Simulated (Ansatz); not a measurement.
Mg(OH)(NMe2) (C2H7MgNO), SMILES C[N]([Mg][OH])C. Atoms are numbered in the order given.

```xyz
12

Mg     0.9631     0.5795    -0.3816
O      2.1649     1.5084    -1.2764
H      2.8115     2.0098    -1.7595
N     -0.3341    -0.4233     0.5846
C     -1.2869     0.1492     1.4947
C     -0.4855    -1.8492     0.4966
H     -2.3401    -0.0446     1.1921
H     -1.1866    -0.2498     2.5287
H     -1.1772     1.2458     1.5684
H     -0.3412    -2.3577     1.4758
H     -1.4946    -2.1528     0.1392
H      0.2438    -2.2976    -0.2014
```
Charge 0, spin multiplicity 1.

Coordinates come from a PBE0-D3(BJ)/def2-SVP optimisation. The structure was generated by enumeration; whether it is a known compound was not checked. The values are those of a single conformer.

Two levels are set side by side: PBE-D3(BJ)/def2-SVP (Ansatz, a program for electronic structure) and PBE0-D3(BJ)/def2-SVP (Ansatz). Each level has its own optimised geometry; the coordinates shown are those of the second. Differences are taken from unrounded values.

```tsv
quantity	PBE0-D3(BJ)	PBE-D3(BJ)	PBE-D3(BJ) minus PBE0-D3(BJ)
mean bond length (Å)	1.286	1.296	0.010
bond Mg1–O2 (Å)	1.763	1.774	0.011
bond Mg1–N4 (Å)	1.903	1.916	0.013
bond N4–C5 (Å)	1.437	1.446	0.009
bond N4–C6 (Å)	1.437	1.446	0.009
bond O2–H3 (Å)	0.950	0.960	0.010
bond C5–H7 (Å)	1.113	1.122	0.009
bond C5–H8 (Å)	1.113	1.122	0.009
bond C5–H9 (Å)	1.105	1.113	0.008
bond C6–H10 (Å)	1.113	1.122	0.009
bond C6–H11 (Å)	1.113	1.122	0.009
bond C6–H12 (Å)	1.105	1.113	0.008
```

GGA bonds tend to be longer and softer than those of functionals with exact exchange. Differences between two approximate levels are no errors against the true value.
